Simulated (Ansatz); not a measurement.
The same path of H2S + H4Sn (8 atoms, charge 0, multiplicity 1) was run twice with different band settings. Lost on the way: Sn1–H2, H6–S7. Made: Sn1–S7, H2–H6.

Method: RHF/def2-TZVP in Ansatz 0.2.0.

Relaxed end points:

```xyz
8
Properties=species:S:1:pos:R:3
Sn -1.641 -1.012 -0.364
H -0.093 -1.297 0.296
H -1.888 -2.045 -1.698
H -2.828 -1.321 0.822
H -1.754 0.612 -0.868
H 2.945 0.692 0.585
S 3.082 1.952 0.186
H 2.177 2.420 1.040
```

```xyz
8
Properties=species:S:1:pos:R:3
Sn -1.100 0.327 -0.496
H 2.055 -2.666 1.040
H -0.752 -0.948 -1.565
H -1.451 -0.252 1.068
H -2.392 1.279 -1.068
H 2.273 -1.964 1.013
S 0.913 1.661 -0.427
H 0.454 2.563 0.435
```

Common settings: spring 5.0 eV/Å²; optimiser quadratic models (default); start path through a guess of the saddle point; force threshold 0.05 eV/Å; iteration limit 60; end points relaxed.

| run | movable images | climbing image |
| --- | --- | --- |
| 1 | 7 | yes |
| 2 | 2 | no |

(1) What does each run give, and how far can it be trusted?

## Answers

(1) Run 1: converged after 53 iterations, highest image 2.538 eV above the first end. A structure lower than the first end lies on the path between it and the top, so the climb from that side starts below the end, which may itself be a saddle point or a shallow side well. Neighbouring images differ by up to 2.4 eV, so the band resolves the path poorly. A vibrational analysis at the climbing image gives one clearly imaginary mode, 1551i cm⁻¹: a first-order saddle point.
Run 2: converged after 10 iterations, highest image 0.192 eV above the first end. No image climbed, so the highest image needn't sit at the top of the path. A band with more images between the same ends climbed to 2.54 eV, so this one has probably stepped over the top. So few images can step over the top or miss a turn of the path.
The orbitals stay closed-shell, which can raise the energy where a bond breaks towards radicals; this wasn't checked here.
